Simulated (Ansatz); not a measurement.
The cluster Te₄, 4 atoms. Hardware: 4 threads of Arm Neoverse N1 on a shared host.

In the def2 sets Te takes a core potential; there is no spin–orbit coupling. Correlated methods freeze 16 core orbitals; core or outer-core shells of Te are correlated, in sets that lack core-valence functions.

Problem. How many basis functions does each of these Ansatz runs have, and roughly what does it cost? CCSD(T)/def2-SVP, charge 0 singlet, energy, from earlier orbitals; PBE0-D4/def2-SVP, charge 0 unrestricted singlet, energy with a search over starts; r2SCAN-D4/def2-TZVP, charge 0 unrestricted singlet, energy, from earlier orbitals; r2SCAN-D4/def2-TZVP, charge 0 quintet, energy, from earlier orbitals; B2PLYP/def2-TZVP, charge 0 triplet, energy, from earlier orbitals; r2SCAN-D4/def2-TZVP, charge 1 doublet at the geometry of the charge 0 singlet, energy, from earlier orbitals; B97M-V/def2-TZVP, charge 0 singlet, energy, from earlier orbitals; CCSD(T)/def2-SVP, charge 1 doublet at the geometry of the charge 0 singlet, energy, from earlier orbitals; PBE0-D4/def2-TZVP, charge 0 unrestricted singlet, energy, from earlier orbitals; r2SCAN-D4/def2-TZVPD, charge 0 singlet, energy, from earlier orbitals; B97M-V/def2-TZVP, charge 0 triplet, energy, from earlier orbitals; CCSD(T)/def2-SVP, charge 0 quintet, energy, from earlier orbitals.

Solution. Other jobs shared the machine, so times can vary by a factor of up to 3. A dash marks memory too small to be measured apart from the calling script's.

```json
{"run": "PBE0-D4/def2-SVP, charge 0 unrestricted singlet, energy with a search over starts", "functions": "104", "fitting or Cholesky vectors": "1332", "wall time": "7 s", "peak host memory (GiB)": "–"}
{"run": "CCSD(T)/def2-SVP, charge 0 singlet, energy, from earlier orbitals", "functions": "104", "fitting or Cholesky vectors": "1332", "wall time": "8.5 s", "peak host memory (GiB)": "–"}
{"run": "r2SCAN-D4/def2-TZVPD, charge 0 singlet, energy, from earlier orbitals", "functions": "236", "fitting or Cholesky vectors": "1796", "wall time": "12 s", "peak host memory (GiB)": "–"}
{"run": "B97M-V/def2-TZVP, charge 0 singlet, energy, from earlier orbitals", "functions": "200", "fitting or Cholesky vectors": "1544", "wall time": "16 s", "peak host memory (GiB)": "–"}
{"run": "r2SCAN-D4/def2-TZVP, charge 0 unrestricted singlet, energy, from earlier orbitals", "functions": "200", "fitting or Cholesky vectors": "1544", "wall time": "17 s", "peak host memory (GiB)": "–"}
{"run": "r2SCAN-D4/def2-TZVP, charge 1 doublet at the geometry of the charge 0 singlet, energy, from earlier orbitals", "functions": "200", "fitting or Cholesky vectors": "1544", "wall time": "18 s", "peak host memory (GiB)": "–"}
{"run": "PBE0-D4/def2-TZVP, charge 0 unrestricted singlet, energy, from earlier orbitals", "functions": "200", "fitting or Cholesky vectors": "1752", "wall time": "19 s", "peak host memory (GiB)": "0.97"}
{"run": "r2SCAN-D4/def2-TZVP, charge 0 quintet, energy, from earlier orbitals", "functions": "200", "fitting or Cholesky vectors": "1544", "wall time": "20 s", "peak host memory (GiB)": "–"}
{"run": "B2PLYP/def2-TZVP, charge 0 triplet, energy, from earlier orbitals", "functions": "200", "fitting or Cholesky vectors": "1920", "wall time": "27 s", "peak host memory (GiB)": "0.9"}
{"run": "B97M-V/def2-TZVP, charge 0 triplet, energy, from earlier orbitals", "functions": "200", "fitting or Cholesky vectors": "1544", "wall time": "32 s", "peak host memory (GiB)": "0.59"}
{"run": "CCSD(T)/def2-SVP, charge 1 doublet at the geometry of the charge 0 singlet, energy, from earlier orbitals", "functions": "104", "fitting or Cholesky vectors": "1332", "wall time": "58 s", "peak host memory (GiB)": "1.1"}
{"run": "CCSD(T)/def2-SVP, charge 0 quintet, energy, from earlier orbitals", "functions": "104", "fitting or Cholesky vectors": "1338", "wall time": "2.5 min", "peak host memory (GiB)": "1.5"}
```
